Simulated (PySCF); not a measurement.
# Correlation energy of P²⁺ (phosphorus, charge +2)

[Ne] 3s1 3p1 3d1, one real determinant (an excited configuration). All numbers are calculated (PySCF 2.14, the non-relativistic Hamiltonian (point nucleus), in aug-cc-pwCVTZ (8s7p5d3f, 75 functions)). Frozen: 1s2; 11 electrons correlated.

```csv
level,correlation energy (mhartree)
CCSD,-305.59
(T),-22.96
CCSD(T),-328.55
```

Diagnostics: T1 = 0.013, D1 = 0.0573, largest double amplitude 0.595.

The real determinant used has ⟨L²⟩ near 8 against 12 for a pure F term, so it mixes terms. The outer electron is Rydberg-like, and this basis confines it to a smaller radius and binds it less than a complete one would. A double-excitation amplitude exceeds 0.15, a sign of near-degeneracy.

Cost of the coupled-cluster step: roughly 40 core-seconds, for 11 correlated electrons.

Iterations:

```
CC2 = 0
CCSD nocc = (np.int64(7), np.int64(4)), nmo = (74, 74)
frozen orbitals [[0], [0]]
max_cycle = 100
direct = 0
conv_tol = 1e-08
conv_tol_normt = 1e-06
diis_space = 8
diis_start_cycle = 0
Init t2, MP2 energy = -0.269069375016963
Init E_corr(UCCSD) = -0.269069375024837
cycle = 1  E_corr(UCCSD) = -0.277073297924356  dE = -0.0080039229  norm(t1,t2) = 0.054922
cycle = 2  E_corr(UCCSD) = -0.280467800544495  dE = -0.00339450262  norm(t1,t2) = 0.0464172
cycle = 3  E_corr(UCCSD) = -0.286807850900727  dE = -0.00634005036  norm(t1,t2) = 0.0439653
cycle = 4  E_corr(UCCSD) = -0.309831200442493  dE = -0.0230233495  norm(t1,t2) = 0.0386484
cycle = 5  E_corr(UCCSD) = -0.300143863342613  dE = 0.0096873371  norm(t1,t2) = 0.0149033
cycle = 6  E_corr(UCCSD) = -0.305400763154809  dE = -0.00525689981  norm(t1,t2) = 0.0142357
cycle = 7  E_corr(UCCSD) = -0.304584125737469  dE = 0.000816637417  norm(t1,t2) = 0.00127491
cycle = 8  E_corr(UCCSD) = -0.305538781670717  dE = -0.000954655933  norm(t1,t2) = 0.00281445
cycle = 9  E_corr(UCCSD) = -0.305581584666926  dE = -4.28029962e-05  norm(t1,t2) = 0.000148264
cycle = 10  E_corr(UCCSD) = -0.305591563751262  dE = -9.97908434e-06  norm(t1,t2) = 3.21714e-05
cycle = 11  E_corr(UCCSD) = -0.30559040263857  dE = 1.16111269e-06  norm(t1,t2) = 1.91013e-06
cycle = 12  E_corr(UCCSD) = -0.305591182454151  dE = -7.7981558e-07  norm(t1,t2) = 2.04266e-06
cycle = 13  E_corr(UCCSD) = -0.305591141973018  dE = 4.04811324e-08  norm(t1,t2) = 1.14119e-07
cycle = 14  E_corr(UCCSD) = -0.305591149496826  dE = -7.52380769e-09  norm(t1,t2) = 3.0478e-08
UCCSD converged
E(UCCSD) = -339.2365274826669  E_corr = -0.3055911494968261
UCCSD(T) correction = -0.0229576419074122
```

The reference is one real determinant that mixes LS terms of this configuration.
